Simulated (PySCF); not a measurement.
Excitations are Tamm–Dancoff values on a coarser integration grid. The basis has no diffuse functions, so Rydberg states are missing or too high.

Cartesian coordinates (Å):
```xyz
9

S      1.6589     0.8994    -0.7294
C      0.0964     0.1746    -0.1294
S      0.3184    -1.1219     1.1175
S     -0.8074     1.5180     0.6920
S     -0.6607    -0.4239    -1.6731
H      2.2651     0.8650     0.4682
H      0.8480    -2.0349     0.2833
H     -1.8447     0.7683     1.1134
H     -1.8741    -0.6446    -1.1424
```
Charge 0, multiplicity 1.

**Question.** Predict the S1–T1 gap (TDA), HOMO and T1 excitation (TDA) from PBE0-D3(BJ)/def2-TZVP run with PySCF.

**Answer.** 
The S1–T1 gap (TDA) is 0.42 eV. The HOMO comes out as -6.95 eV and the T1 excitation (TDA) is 3.90 eV.
